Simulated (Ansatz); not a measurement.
Harmonic vibrations of BiF3 by finite differences.

```yaml
crystal:
  periodic: [false, false, false]
  atoms:
    - {symbol: Bi, position_ang: [-0.004932, 0.004660, 0.772834]}
    - {symbol: F, position_ang: [1.736709, -0.029970, -0.246795]}
    - {symbol: F, position_ang: [-0.841135, 1.515863, -0.271975]}
    - {symbol: F, position_ang: [-0.890642, -1.490563, -0.254054]}
basis:
  gaussian: {orbitals: def2-TZVP}
hamiltonian: {xc: pbe, dispersion: d4}
scf: {omitted_lower_state_checks: [starts]}
phonons: {temperatures: {t_min: 298.15, t_max: 900, t_step: 200}}
```

```sh
$ ansatz run in.yaml --threads 4 --pin off --events-out ev --progress --plain --max-ram 3916MiB
```

Output, abridged:

```
Functional definition: PBE
mean field -13990.88997120 eV, -514.1557230759 hartree, gradient 5.2e-5 eV, S^2 0.000000; 0 other end points of the search recorded, 0 dependent functions left out
mean field -13990.88989811 eV, -514.1557203896 hartree, gradient 8.9e-6 eV, S^2 0.000000; 0 other end points of the search recorded, 0 dependent functions left out
mean field -13990.88990047 eV, -514.1557204764 hartree, gradient 8.0e-6 eV, S^2 0.000000; 0 other end points of the search recorded, 0 dependent functions left out
mean field -13990.88989895 eV, -514.1557204208 hartree, gradient 8.0e-6 eV, S^2 0.000000; 0 other end points of the search recorded, 0 dependent functions left out
mean field -13990.88989958 eV, -514.1557204438 hartree, gradient 8.0e-6 eV, S^2 0.000000; 0 other end points of the search recorded, 0 dependent functions left out
mean field -13990.88988993 eV, -514.1557200891 hartree, gradient 8.0e-6 eV, S^2 0.000000; 0 other end points of the search recorded, 0 dependent functions left out
mean field -13990.88990939 eV, -514.1557208044 hartree, gradient 8.0e-6 eV, S^2 0.000000; 0 other end points of the search recorded, 0 dependent functions left out
mean field -13990.88993886 eV, -514.1557218873 hartree, gradient 8.0e-6 eV, S^2 0.000000; 0 other end points of the search recorded, 0 dependent functions left out
mean field -13990.88991292 eV, -514.1557209342 hartree, gradient 8.9e-6 eV, S^2 0.000000; 0 other end points of the search recorded, 0 dependent functions left out
mean field -13990.88996795 eV, -514.1557229564 hartree, gradient 8.0e-6 eV, S^2 0.000000; 0 other end points of the search recorded, 0 dependent functions left out
mean field -13990.88996887 eV, -514.1557229903 hartree, gradient 8.0e-6 eV, S^2 0.000000; 0 other end points of the search recorded, 0 dependent functions left out
mean field -13990.88995520 eV, -514.1557224879 hartree, gradient 8.0e-6 eV, S^2 0.000000; 0 other end points of the search recorded, 0 dependent functions left out
mean field -13990.88994940 eV, -514.1557222746 hartree, gradient 8.0e-6 eV, S^2 0.000000; 0 other end points of the search recorded, 0 dependent functions left out
mean field -13990.88995260 eV, -514.1557223923 hartree, gradient 8.0e-6 eV, S^2 0.000000; 0 other end points of the search recorded, 0 dependent functions left out
mean field -13990.88996470 eV, -514.1557228369 hartree, gradient 8.0e-6 eV, S^2 0.000000; 0 other end points of the search recorded, 0 dependent functions left out
mean field -13990.88994631 eV, -514.1557221612 hartree, gradient 8.0e-6 eV, S^2 0.000000; 0 other end points of the search recorded, 0 dependent functions left out
mean field -13990.88992659 eV, -514.1557214364 hartree, gradient 8.0e-6 eV, S^2 0.000000; 0 other end points of the search recorded, 0 dependent functions left out
mean field -13990.88995484 eV, -514.1557224745 hartree, gradient 8.0e-6 eV, S^2 0.000000; 0 other end points of the search recorded, 0 dependent functions left out
mean field -13990.88994829 eV, -514.1557222339 hartree, gradient 8.0e-6 eV, S^2 0.000000; 0 other end points of the search recorded, 0 dependent functions left out
mean field -13990.88995172 eV, -514.1557223598 hartree, gradient 8.0e-6 eV, S^2 0.000000; 0 other end points of the search recorded, 0 dependent functions left out
mean field -13990.88996320 eV, -514.1557227818 hartree, gradient 8.0e-6 eV, S^2 0.000000; 0 other end points of the search recorded, 0 dependent functions left out
mean field -13990.88992801 eV, -514.1557214886 hartree, gradient 8.0e-6 eV, S^2 0.000000; 0 other end points of the search recorded, 0 dependent functions left out
mean field -13990.88994619 eV, -514.1557221566 hartree, gradient 8.0e-6 eV, S^2 0.000000; 0 other end points of the search recorded, 0 dependent functions left out
mean field -13990.88995569 eV, -514.1557225058 hartree, gradient 8.0e-6 eV, S^2 0.000000; 0 other end points of the search recorded, 0 dependent functions left out
mean field -13990.88994854 eV, -514.1557222430 hartree, gradient 8.0e-6 eV, S^2 0.000000; 0 other end points of the search recorded, 0 dependent functions left out
Total energy: -13990.96386499 eV, -514.1584386224 hartree
Atom 0 at    -0.004932     0.004660     0.772834 Å, force    -0.000386    -0.000145    -0.007519 eV/Å
Atom 1 at     1.736709    -0.029970    -0.246795 Å, force    -0.001669    -0.000066     0.002324 eV/Å
Atom 2 at    -0.841135     1.515863    -0.271975 Å, force     0.000869    -0.002020     0.002573 eV/Å
Atom 3 at    -0.890642    -1.490563    -0.254054 Å, force     0.001186     0.002232     0.002622 eV/Å
Dipole moment:    -0.006365     0.006096     1.008852 e Å
Vibrations: 158.02 158.45 176.63 549.19 549.33 570.52 cm⁻¹, zero-point energy 0.134036 eV
Checks for a lower state left out: starts
```

Run time 14 s (4 threads of AMD EPYC 7R43 on a shared host).

In the def2 sets Bi takes a core potential; there is no spin–orbit coupling.
